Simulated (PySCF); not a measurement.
# Stationary points of CeO₂

Level of theory: PySCF, PBE, basis Ce def2-TZVP with ECP28, O def2-TZVP (scalar-relativistic core potentials, no spin–orbit coupling, density fitting).

Relaxations began from a few typed shapes. The search is not exhaustive: other isomers or separated fragments can lie lower, and high-lying points may rest on an excited occupation.

```
   spin  group              bonds         angles  imaginary modes (cm⁻¹)  ΔE (kJ/mol)  ΔE with ZPE (kJ/mol)
singlet    C2v  Ce–O 1.831 Å (×2)  O–Ce–O 133.0°                    none          0.0                   0.0
singlet    D∞h  Ce–O 1.827 Å (×2)  O–Ce–O 180.0°                93i, 93i          8.4                     –
```

The lowest minimum found is the singlet C2v: Ce–O 1.831 Å (×2); O–Ce–O 133.0°.

Formally Ce is in oxidation state +4, with 0 electrons left for the f, d and s shells; the Mulliken f population is 1.37.
